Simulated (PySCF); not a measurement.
Ligands exchanged one at a time, Ga Cl-SiH3. Isolated molecules, 0 K electronic values unless said otherwise. Strings in code marks are SMILES.

Calculation: PySCF with PBE-D3(BJ)/def2-TZVP // ωB97X-D3(BJ)/def2-TZVP. Delta-SCF ions had no search for a lower state. Excitations are Tamm–Dancoff values on a coarser integration grid. The basis has no diffuse functions, so Rydberg states are missing or too high.

```json
[
 {"species": "0 of 3 Cl replaced by SiH3", "T1 excitation (TDA) (eV)": "[?]", "vertical ionisation energy (Delta-SCF) (eV)": "10.89"},
 {"species": "1 of 3 Cl replaced by SiH3", "T1 excitation (TDA) (eV)": "4.21", "vertical ionisation energy (Delta-SCF) (eV)": "9.94"},
 {"species": "2 of 3 Cl replaced by SiH3 (`[Cl][Ga]([SiH3])[SiH3]`)", "T1 excitation (TDA) (eV)": "2.95", "vertical ionisation energy (Delta-SCF) (eV)": "8.82"},
 {"species": "3 of 3 Cl replaced by SiH3 (`[SiH3][Ga]([SiH3])[SiH3]`)", "T1 excitation (TDA) (eV)": "2.64", "vertical ionisation energy (Delta-SCF) (eV)": "–"}
]
```

Fill in the missing entries.


- 0 of 3 Cl replaced by SiH3, T1 excitation (TDA) (eV): 5.01
